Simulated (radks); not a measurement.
Valence configurations of neutral arsenic (all share [Ar]). All-electron calculation, scalar-relativistic Kohn-Sham, PBE, spin-polarised, spherical densities, finite nucleus; open shells are filled with parallel spins first; Fermi nuclear charge, rms radius 4.0968 fm. Program: a radial shooting solver on a logarithmic mesh with Libxc functionals. Energies are relative to 3d10 4s2 4p3; eigenvalues in eV for spin up.

valence           E (eV)  moment (Bohr magnetons)    e(3d)   e(4p)    e(4s)
3d10 4s2 4p3       0.000                        3  -40.377  -5.920  -15.209
3d9 4s2 4p4       40.594                        3  -51.963  -7.094  -17.438
3d10 4s1.5 4p3.5   4.655                        3  -41.286  -6.299  -15.768
3d10 4s1 4p4       9.334                        3  -42.183  -6.674  -16.315
3d9 4p6           62.388                        1  -55.014  -7.673        -
3d10 4p5          20.567                        1  -43.877  -6.774        -
3d9.5 4s2 4p3.5   19.259                        3  -46.117  -6.528  -16.357
3d8.5 4s2 4p4.5   64.064                        3  -57.921  -7.634  -18.467
3d9 4s1.5 4p4.5   45.705                        3  -52.788  -7.433  -17.926

NIST lists [Ar] 3d10 4s2 4p3 as the ground configuration; this level of theory agrees among the configurations tried. The energies are those of spherical high-spin densities, not of single terms.
